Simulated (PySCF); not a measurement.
Compound: TiF4 (singlet state).
SMILES with atom numbers: `[F:1][Ti:2]([F:3])([F:4])[F:5]`

Geometry (PBE0-D3(BJ)/def2-SVP, Å), atoms numbered from 1 in this order:
```xyz
5
TiF4 angstrom
F     -1.0886   -0.8791    0.9403
Ti     0.0749   -0.0853   -0.0564
F      1.2446    0.7091    0.9328
F     -0.7258    1.0787   -1.0473
F      0.8663   -1.2513   -1.0521
```

Jobs on this species (5 atoms, 58 electrons) with PySCF (density fitting). Hardware of each: an Arm Neoverse N1 with one thread, no GPU, shared host. Other jobs ran on the host; a repeat could differ by tens of per cent or more. Peak memory is the resident size of the whole Python process, interpreter and libraries included.

| level and settings | work | basis functions | SCF cycles | wall time | peak memory |
| --- | --- | --- | --- | --- | --- |
| delta-SCF UKS SCAN, pcX-2 on the ionised atom, pcseg-1 elsewhere, non-relativistic | ΔSCF core ionisation, 1 hole | 118 | ? | ? | ? |
| delta-SCF UKS r2SCAN, pcX-2 on the ionised atom, pcseg-1 elsewhere, spin-free X2C | ΔSCF core ionisation, 1 hole | 118 | 20 | 4.5 s | 0.38 GiB |
| delta-SCF UKS SCAN, unc-def2-TZVP on the ionised atom, pcseg-1 elsewhere, spin-free X2C | ΔSCF core ionisation, 1 hole | 119 | 20 | 4.6 s | 0.41 GiB |
| delta-SCF UKS SCAN, cc-pCVTZ on the ionised atom, pcseg-1 elsewhere, spin-free X2C | ΔSCF core ionisation, 1 hole | 116 | 20 | 4.3 s | 0.41 GiB |
| delta-SCF UKS PBE0, pcX-2 on the ionised atom, pcseg-1 elsewhere, spin-free X2C | ΔSCF core ionisation, 1 hole | 118 | 17 | 5.7 s | 0.38 GiB |
| delta-SCF UKS B3LYP, pcX-2 on the ionised atom, pcseg-1 elsewhere, spin-free X2C | ΔSCF core ionisation, 1 hole | 118 | 18 | 6.1 s | 0.38 GiB |
| delta-SCF UKS PBE, pcX-2 on the ionised atom, pcseg-1 elsewhere, spin-free X2C | ΔSCF core ionisation, 1 hole | 118 | 21 | 3.0 s | 0.38 GiB |
| delta-SCF UKS CAM-B3LYP, pcX-2 on the ionised atom, pcseg-1 elsewhere, spin-free X2C | ΔSCF core ionisation, 1 hole | 118 | 17 | 7.4 s | 0.41 GiB |
| delta-SCF UKS SCAN, pcX-1 on the ionised atom, pcseg-1 elsewhere, spin-free X2C | ΔSCF core ionisation, 1 hole | 97 | 20 | 3.4 s | 0.41 GiB |

Task: Fill in the missing figures.

Result: 
- delta-SCF UKS SCAN, pcX-2 on the ionised atom, pcseg-1 elsewhere, non-relativistic; ΔSCF core ionisation, 1 hole: 4.4 s, 0.41 GiB, 20 SCF cycles

Task: What do all jobs in the table cost together?

Result: About 43 s; the longest takes about 17 % of that, and about 2.5 times as long as the shortest.
